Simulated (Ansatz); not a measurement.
# CCSD(T) forces

GaNH$_{3}$Cl (SMILES [NH2][GaH][Cl]), singlet, displaced at random from a GFN2-xTB minimum.

N1  (-0.198, 0.689, 0.829)
Ga2  (0.027, -0.522, -0.706)
Cl3  (1.958, -1.343, -0.990)
H4  (0.711, 0.975, 1.333)
H5  (-0.990, 1.087, 1.031)
H6  (-1.302, -0.868, -1.497)
(Å)

Program: Ansatz 0.2.0. Basis: def2-TZVPP. Cores are frozen in the correlated methods. Filled d shells of the heavier atoms are correlated. The def2 sets are not built for correlating such inner shells, so the correlated values are less sure here.

CCSD(T) forces from the calculation:
| atom | Fx | Fy | Fz (eV/Å) |
| --- | --- | --- | --- |
| N1 | 8.318 | -4.236 | -2.700 |
| Ga2 | -1.469 | 1.680 | 2.015 |
| Cl3 | 0.262 | -0.059 | -0.067 |
| H4 | -2.640 | -0.381 | -0.981 |
| H5 | -5.082 | 2.969 | 1.614 |
| H6 | 0.611 | 0.028 | 0.119 |

(1) Which atom feels the largest CCSD(T) force, and how large is it?

No T1 diagnostic of these runs exceeds 0.014. These are differences at one structure, and CCSD(T) in triple zeta is itself an approximation.

Answers

(1) N1, 9.72 eV/Å, along (0.86, -0.44, -0.28).

Root-mean-square difference of the force components from those of CCSD(T): PBE0-D4 0.056; wB97M-V 0.040; r2SCAN-D4 0.048; PBE-D4 0.145; B97M-V 0.112; SPW92 0.220 eV/Å.

For scale, one of the runs: CCSD(T)/def2-TZVPP forces, 163 basis functions (an equivalent command: `ansatz run in.yaml --threads 4`). Time: 92 s of wall clock on 4 CPU threads; the host was shared. Peak host memory: 2.2 GiB.
